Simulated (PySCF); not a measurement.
**Electron correlation in Ar (argon, neutral)**

[Ne] 3s2 3p5 3d1, one real determinant (an excited configuration). Calculation: PySCF 2.14, in aug-cc-pV(T+d)Z with one added diffuse shell each of s, p, d, f type (7s6p5d3f, 71 functions); no relativity, point nucleus. Frozen: [Ne]; 8 electrons correlated.

```json
{"level": "CCSD", "correlation energy (mhartree)": "-203.81"}
{"level": "(T)", "correlation energy (mhartree)": "-6.49"}
{"level": "CCSD(T)", "correlation energy (mhartree)": "-210.30"}
```

Diagnostics: T1 = 0.015, D1 = 0.0546, largest double amplitude 0.035.

The real determinant used has ⟨L²⟩ near 8 against 12 for a pure F term, so it mixes terms. The outer electron is Rydberg-like, and this basis confines it to a smaller radius and binds it less than a complete one would.

Cost of the coupled-cluster step: about 27 core-seconds, for 8 correlated electrons.

Iterations:

```
CC2 = 0
CCSD nocc = (np.int64(5), np.int64(3)), nmo = (66, 66)
frozen orbitals [[0, 1, 2, 3, 4], [0, 1, 2, 3, 4]]
max_cycle = 100
direct = 0
conv_tol = 1e-08
conv_tol_normt = 1e-06
diis_space = 8
diis_start_cycle = 0
Init t2, MP2 energy = -0.178856059808105
Init E_corr(UCCSD) = -0.17885605980951
cycle = 1  E_corr(UCCSD) = -0.197686142404609  dE = -0.0188300826  norm(t1,t2) = 0.045365
cycle = 2  E_corr(UCCSD) = -0.201785998253027  dE = -0.00409985585  norm(t1,t2) = 0.0232166
cycle = 3  E_corr(UCCSD) = -0.201370735987688  dE = 0.000415262265  norm(t1,t2) = 0.0422052
cycle = 4  E_corr(UCCSD) = -0.203969672624812  dE = -0.00259893664  norm(t1,t2) = 0.0198467
cycle = 5  E_corr(UCCSD) = -0.203714484199328  dE = 0.000255188425  norm(t1,t2) = 0.0048586
cycle = 6  E_corr(UCCSD) = -0.203711246194721  dE = 3.23800461e-06  norm(t1,t2) = 0.00302137
cycle = 7  E_corr(UCCSD) = -0.203777243683119  dE = -6.59974884e-05  norm(t1,t2) = 0.00182517
cycle = 8  E_corr(UCCSD) = -0.203800392825751  dE = -2.31491426e-05  norm(t1,t2) = 0.00110772
cycle = 9  E_corr(UCCSD) = -0.203807722784515  dE = -7.32995876e-06  norm(t1,t2) = 0.000342592
cycle = 10  E_corr(UCCSD) = -0.20380814464063  dE = -4.21856115e-07  norm(t1,t2) = 0.000199992
cycle = 11  E_corr(UCCSD) = -0.203808316051376  dE = -1.71410746e-07  norm(t1,t2) = 0.000107311
cycle = 12  E_corr(UCCSD) = -0.203807396926535  dE = 9.19124841e-07  norm(t1,t2) = 3.52557e-05
cycle = 13  E_corr(UCCSD) = -0.203807527841376  dE = -1.30914841e-07  norm(t1,t2) = 1.74328e-05
cycle = 14  E_corr(UCCSD) = -0.203807533467947  dE = -5.62657146e-09  norm(t1,t2) = 2.01052e-05
cycle = 15  E_corr(UCCSD) = -0.203807463128776  dE = 7.03391713e-08  norm(t1,t2) = 2.15805e-05
cycle = 16  E_corr(UCCSD) = -0.203807225841731  dE = 2.37287046e-07  norm(t1,t2) = 1.34782e-05
cycle = 17  E_corr(UCCSD) = -0.203807120117069  dE = 1.05724662e-07  norm(t1,t2) = 4.91018e-06
cycle = 18  E_corr(UCCSD) = -0.203807186524864  dE = -6.64077955e-08  norm(t1,t2) = 2.21706e-06
cycle = 19  E_corr(UCCSD) = -0.203807233304582  dE = -4.67797176e-08  norm(t1,t2) = 1.58859e-06
cycle = 20  E_corr(UCCSD) = -0.203807257978811  dE = -2.46742289e-08  norm(t1,t2) = 1.02563e-06
cycle = 21  E_corr(UCCSD) = -0.203807253041108  dE = 4.93770289e-09  norm(t1,t2) = 5.89621e-07
UCCSD converged
E(UCCSD) = -526.5195682498165  E_corr = -0.203807253041108
UCCSD(T) correction = -0.00648816440894586
```

The reference is one real determinant that mixes LS terms of this configuration.
